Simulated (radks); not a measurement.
The numbers below are computed, except where a source is named.
Species: Ir4+. Configuration: [Xe] 4f14 5d5.

Level of theory: non-relativistic Kohn-Sham, B86b exchange with PBE correlation, spin-polarised, spherical densities, point nucleus; open shells are filled with parallel spins first (spin-orbit coupling, left out, can overturn this in heavy ions); relativity is left out, which matters for an element this heavy (a radial shooting solver on a logarithmic mesh with Libxc functionals).

Energy parts (hartree):
part                       energy
total                 -16807.4294
kinetic                16803.3494
electron-nucleus      -39898.1524
Hartree                 6614.7034
exchange-correlation    -327.3298

Orbitals (lengths in bohr, moments of r in powers of bohr; <r^-3> diverges for s and p1/2; r(90%) holds 90 % of the orbital's charge):
1s up: occ. 1; eigenvalue (hartree) -2547.494; r(90%) 0.0349; <r> 0.01967
1s down: occ. 1; eigenvalue (hartree) -2547.494; r(90%) 0.0349; <r> 0.01967
2s up: occ. 1; eigenvalue (hartree) -424.1451; r(90%) 0.127; <r> 0.08293
2s down: occ. 1; eigenvalue (hartree) -424.1293; r(90%) 0.127; <r> 0.08293
2p up: occ. 3; eigenvalue (hartree) -407.3719; <r^-3> 16090; r(90%) 0.113; <r> 0.07011
2p down: occ. 3; eigenvalue (hartree) -407.3600; <r^-3> 16090; r(90%) 0.113; <r> 0.07010
3s up: occ. 1; eigenvalue (hartree) -99.69587; r(90%) 0.306; <r> 0.2098
3s down: occ. 1; eigenvalue (hartree) -99.69019; r(90%) 0.306; <r> 0.2098
3p up: occ. 3; eigenvalue (hartree) -91.84295; <r^-3> 3478; r(90%) 0.298; <r> 0.2001
3p down: occ. 3; eigenvalue (hartree) -91.83706; <r^-3> 3478; r(90%) 0.298; <r> 0.2001
3d up: occ. 5; eigenvalue (hartree) -77.20123; <r^-3> 617.2; r(90%) 0.270; <r> 0.1750
3d down: occ. 5; eigenvalue (hartree) -77.19087; <r^-3> 617.2; r(90%) 0.270; <r> 0.1750
4s up: occ. 1; eigenvalue (hartree) -22.05038; r(90%) 0.665; <r> 0.4644
4s down: occ. 1; eigenvalue (hartree) -22.03856; r(90%) 0.664; <r> 0.4644
4p up: occ. 3; eigenvalue (hartree) -18.70413; <r^-3> 808.2; r(90%) 0.680; <r> 0.4696
4p down: occ. 3; eigenvalue (hartree) -18.69150; <r^-3> 807.8; r(90%) 0.680; <r> 0.4696
4d up: occ. 5; eigenvalue (hartree) -12.57414; <r^-3> 125.6; r(90%) 0.717; <r> 0.4808
4d down: occ. 5; eigenvalue (hartree) -12.55863; <r^-3> 125.7; r(90%) 0.717; <r> 0.4806
4f up: occ. 7; eigenvalue (hartree) -4.43936; <r^-3> 26.07; r(90%) 0.842; <r> 0.5216
4f down: occ. 7; eigenvalue (hartree) -4.41653; <r^-3> 26.21; r(90%) 0.835; <r> 0.5189
5s up: occ. 1; eigenvalue (hartree) -4.62862; r(90%) 1.53; <r> 1.070
5s down: occ. 1; eigenvalue (hartree) -4.50034; r(90%) 1.52; <r> 1.063
5p up: occ. 3; eigenvalue (hartree) -3.59019; <r^-3> 132.3; r(90%) 1.67; <r> 1.159
5p down: occ. 3; eigenvalue (hartree) -3.45038; <r^-3> 135.9; r(90%) 1.66; <r> 1.152
5d up: occ. 5; eigenvalue (hartree) -1.95685; <r^-3> 13.44; r(90%) 2.17; <r> 1.457
5d down: occ. 0; eigenvalue (hartree) -1.80547; <r^-3> 13.54; r(90%) 2.20; <r> 1.466

The highest occupied level is 5d up at -53.249 eV. Spin moment in Bohr magnetons: 5. The spin density at the nucleus is -4.437 e/bohr^3 (1s -0.051, 2s -0.401, 3s -0.270, 4s 0.500, 5s -4.214). The electron density at the nucleus is 3.274e+05 e/bohr^3. Summed over all electrons, <r^2> = 33.74 bohr^2, which gives a Langevin (diamagnetic) susceptibility term of -26.7 x 10^-6 cm^3/mol.
